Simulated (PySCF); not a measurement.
## Two-component Hartree-Fock for I⁴¹⁺ (iodine, charge +41)

Start: [Ne] 3s2. Calculated with PySCF 2.14 in an even-tempered Gaussian basis (18 s from 3.1 bohr⁻², ratio 2.6; 14 p from 4 bohr⁻², ratio 2.6; 6 d from 4.1 bohr⁻², ratio 2.8; 4 f from 58 bohr⁻², ratio 2.8): generalised Hartree-Fock with the X2C-1e Hamiltonian and a Gaussian nucleus; spin-orbit coupling (SO) screened by Boettger's factors.

```json
{"spinor shell": "1s1/2", "electrons": "2", "ε, screened SO (eV)": "-35986.1", "weight of nominal j (screened SO)": "1.000", "rms radius, screened SO (bohr)": "0.0311"}
{"spinor shell": "2s1/2", "electrons": "2", "ε, screened SO (eV)": "-7742.2", "weight of nominal j (screened SO)": "1.000", "rms radius, screened SO (bohr)": "0.124"}
{"spinor shell": "2p1/2", "electrons": "2", "ε, screened SO (eV)": "-7434.1", "weight of nominal j (screened SO)": "1.000", "rms radius, screened SO (bohr)": "0.107"}
{"spinor shell": "3s1/2", "electrons": "2", "ε, screened SO (eV)": "-3097.0", "weight of nominal j (screened SO)": "1.000", "rms radius, screened SO (bohr)": "0.297"}
```

(1) Where does 2p3/2 lie, and what is the 2p spin-orbit splitting (screened SO)?

| quantity | screened SO |
| --- | --- |
| E (hartree) | -5575.71274 |
| M_J | 0 |
| ⟨J²⟩ | 0.000 |
| ⟨L²⟩ | 0.008 |
| ⟨S²⟩ | 0.008 |

Breit and QED terms are absent; they matter most for the inner s and p1/2 levels.

Densities and radii are taken from the X2C orbitals without a picture-change correction, which distorts them close to the nucleus.

## Answers

(1) At -7122.2 eV, 311.91 eV above 2p1/2.
